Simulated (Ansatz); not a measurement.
This geometry of AlF3 + H3P (8 atoms, charge 0, multiplicity 1) is a first-order saddle point.

Theory: RKS PBE0/cc-pVDZ (Ansatz).

```xyz
8
Properties=species:S:1:pos:R:3
Al 0.081 -0.428 0.026
F -0.135 0.069 1.809
F 1.561 0.123 -0.556
F -1.354 -0.146 -0.807
P 0.213 -2.669 1.119
H -0.771 -2.931 0.118
H 1.378 -2.730 0.296
H -0.017 -1.087 1.857
```

(1) Which two structures does it join? (They come from a converged band through this point; their orientation in space is the band's.)

(2) How far does it lie above each of them?

Answers

(1) Bonds broken: P5–H8. Bonds formed: Al1–P5, F2–H8. AlF3 + H3P becomes AlF3H3P.

Image 0:

```xyz
8
Properties=species:S:1:pos:R:3
Al 0.060 -0.192 0.146
F -0.093 0.532 1.660
F 1.564 -0.169 -0.612
F -1.321 -0.372 -0.803
P 0.206 -2.928 1.056
H -0.777 -2.510 0.096
H 1.320 -2.339 0.369
H 0.000 -1.820 1.948
```

Image 8:

```xyz
8
Properties=species:S:1:pos:R:3
Al 0.104 -0.545 -0.061
F -0.096 0.182 1.861
F 1.529 0.256 -0.485
F -1.369 0.003 -0.682
P 0.197 -2.705 0.831
H -0.696 -3.285 -0.121
H 1.406 -3.081 0.167
H -0.119 -0.624 2.352
```

(2) 0.93 eV above the first and 0.30 eV above the second. This is the barrier of this one path; another mechanism may lie lower. The orbitals stay closed-shell, which can raise the energy where a bond breaks towards radicals; this wasn't checked here.

Time of the run: 3.1 min on 2 threads of Arm Neoverse V1, with other jobs on the host, peak memory 0.2 GiB.
